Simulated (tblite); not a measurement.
Isomers of C3H12NPSi2. Calculated harmonic vibrations of the isolated species, GFN2-xTB (tblite), most abundant isotopes, no scaling. Against measured fundamentals such values can be off by several per cent, at times by over 20. Modes of hydrogen on phosphorus and silicon can be 10 to 20 % off. One conformer each.

Electronic energies: GFN2-xTB at the same geometries; isomer energies are rough at this level and their order can be wrong.

```
               SMILES  electronic energy, lowest = 0 (kJ/mol)
[SiH3]N([SiH3])P1CCC1                                     0.0
C=C[SiH2][Si@](C)(N)P                                   256.2
CN1C[SiH2][Si@H](P)C1                                   195.7
```

How do GFN2-xTB zero-point energies change the relative energies?

```tsv
SMILES	ZPE (kJ/mol)	of it from modes above 1550 cm⁻¹	electronic (kJ/mol)	with ZPE, lowest = 0 (kJ/mol)	lowest mode (cm⁻¹)	rings
[SiH3]N([SiH3])P1CCC1	357.5	187.5	0.0	0.0	30	1
CN1C[SiH2][Si@H](P)C1	369.3	191.2	195.7	207.5	53	1
C=C[SiH2][Si@](C)(N)P	361.6	214.8	256.2	260.4	14	0
```

The zero-point energies span 11.8 kJ/mol, from `[SiH3]N([SiH3])P1CCC1` to `CN1C[SiH2][Si@H](P)C1`. The order is unchanged.
